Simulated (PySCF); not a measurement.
## Structure elucidation problem

An unknown has the formula CH7NO2Si. Its calculated NMR data are:

¹H NMR (400 MHz, computed): δ 5.04 (s, 1H), 2.65 (s, 3H), 1.79 (br s, 2H), 0.55 (br s, 1H).

¹³C{¹H} NMR (computed): δ 28.9 (CH3).

All values are calculated (PySCF): PBE0/pcSseg-1 with gauge-including orbitals, geometry: GFN2-xTB. No solvent, non-relativistic, one conformer, rapidly exchanging positions averaged.

References, each an isolated molecule treated in the same way: ¹H (σ = 31.72 ppm) and ¹³C (σ = 186.93 ppm) against TMS.

Question: Propose a structure and justify it.

Answer: 
Rings plus π bonds: 0. Carbon types of the structure: 1 × CH3, leaving 4 H on heteroatoms. δC 28.9: methyl carbon bonded to N; the inductive effect lowers its shielding. δH 5.04: hydrogen on a silicon bonded to N, 2 O. δH 2.65: hydrogen on a methyl carbon bonded to N; its carbon carries N, an electronegative neighbour. δH 1.79: hydrogen on an oxygen bonded to Si; exchangeable, gas-phase position. δH 0.55: hydrogen on a nitrogen bonded to C, Si; exchangeable; this is the value without hydrogen bonding to other molecules.

The compound is `InChI=1S/CH7NO2Si/c1-2-5(3)4/h2-5H,1H3`.

The data come from this structure; uniqueness wasn't tested.

OH and NH positions are those of a molecule without intermolecular hydrogen bonds; in solution they move with solvent, concentration and temperature, and exchange usually removes their couplings. Shifts are as computed. Against solution values, carbons near 30 ppm lie about +3 ppm off and those near 130 ppm about +5 ppm (rms about the fit 2.1 ppm; single classes can miss by 10 ppm). Of 1328 compounds with measured shifts, 309 miss one by over three times the rms of a fit or turn the order of signals round; such compounds aren't used in these exercises. Signals without a measured value on file couldn't be tested in this way; 1H shifts scatter by 0.2 ppm about their fit, and single ones miss by 0.5 ppm. No couplings were computed; multiplicities are counted from neighbouring protons, with m where these are inequivalent, close in shift, in a saturated or five-membered ring or joined by F or P, and br s for small geminal =CH2 splittings.
